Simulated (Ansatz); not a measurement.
Ansatz results at the PBE0-D4/def2-TZVP geometry: LUMO energy (ωB97M-V/def2-TZVPP) 2.65 eV; ideal-gas entropy at 298 K and 1 bar (rigid rotor, harmonic PBE0-D4/def2-TZVP) 293 J/(mol·K); HOMO energy (B3LYP/def2-TZVPP) -5.52 eV.

Each molecule was computed in one conformer, which needn't be the lowest.

Q: Which molecule gave them?
A. `C/C=C/N`
B. `BC(=C)Br`
C. `C=NCC`
D. `O=CCBCl`

A: A. The others give `C=NCC`: 1.93, 292, -7.10; `O=CCBCl`: 0.31, 330, -7.41; `BC(=C)Br`: -0.49, 309, -7.42.

B3LYP here is the variant with VWN-RPA as its local correlation; programs differ in this.
